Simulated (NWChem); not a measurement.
System: AlNH3Cl; SMILES [NH2][AlH][Cl]

```xyz
6

Al    -0.5691     0.5128     0.0000
H     -2.1290     0.7882     0.0000
Cl     0.1939    -1.4659     0.0000
N      0.6069     1.8427     0.0000
H      1.6234     1.7316     0.0000
H      0.3597     2.8350     0.0000
```
Atoms are numbered in this order, from 1.

Results from NWChem. Coordinates come from a PBE-D3(BJ)/def2-SVP optimisation.

For level PBE0/cc-pVDZ:

| Property | Result |
|---|---|
| highest occupied level (eV) | -7.58 |
| dipole (D) | 2.46 |

Q: Estimate the same quantities for level PBE0/aug-cc-pVTZ.

A: 
| Property | Result |
|---|---|
| highest occupied level (eV) | -7.81 |
| dipole (D) | 2.17 |
